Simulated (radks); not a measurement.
Ionisation of neutral thulium, [Xe] 4f13 6s2, to [Xe] 4f13 6s1 as the strength of local exchange is varied. All-electron calculation, scalar-relativistic Kohn-Sham, Slater X-alpha exchange (alpha = 2/3 is LDA exchange), no correlation, spin-polarised, spherical densities, finite nucleus; open shells are filled with parallel spins first (spin-orbit coupling, left out, can overturn this in heavy ions); Fermi nuclear charge, rms radius 5.2256 fm. Program: a radial shooting solver on a logarithmic mesh with Libxc functionals.

[
 {"alpha": "0.605", "E(Tm) (hartree)": "-13525.5446", "exchange (hartree)": "-244.1246", "IE (eV)": "5.155", "-e of the level emptied (eV)": "2.932 (6s)", "<r> of it (bohr)": "4.103"},
 {"alpha": "0.667", "E(Tm) (hartree)": "-13550.6964", "exchange (hartree)": "-269.7107", "IE (eV)": "5.400", "-e of the level emptied (eV)": "3.188 (6s)", "<r> of it (bohr)": "4.036"},
 {"alpha": "0.716", "E(Tm) (hartree)": "-13570.6119", "exchange (hartree)": "-290.0040", "IE (eV)": "5.602", "-e of the level emptied (eV)": "3.403 (6s)", "<r> of it (bohr)": "3.983"},
 {"alpha": "0.879", "E(Tm) (hartree)": "-13637.0975", "exchange (hartree)": "-357.9677", "IE (eV)": "6.318", "-e of the level emptied (eV)": "4.175 (6s)", "<r> of it (bohr)": "3.813"},
 {"alpha": "0.917", "E(Tm) (hartree)": "-13652.6491", "exchange (hartree)": "-373.9129", "IE (eV)": "6.493", "-e of the level emptied (eV)": "4.366 (6s)", "<r> of it (bohr)": "3.775"},
 {"alpha": "0.93", "E(Tm) (hartree)": "-13657.9739", "exchange (hartree)": "-379.3765", "IE (eV)": "6.554", "-e of the level emptied (eV)": "4.432 (6s)", "<r> of it (bohr)": "3.762"},
 {"alpha": "1.019", "E(Tm) (hartree)": "-13694.4894", "exchange (hartree)": "-416.9009", "IE (eV)": "6.980", "-e of the level emptied (eV)": "4.899 (6s)", "<r> of it (bohr)": "3.676"}
]

NIST Atomic Spectra Database: 6.184 eV (measured). The Delta-SCF value meets it near alpha = 0.85. Open shells are spherical and high-spin; term and fine-structure splittings are not resolved. Spin-orbit splitting is averaged out at the scalar-relativistic level.
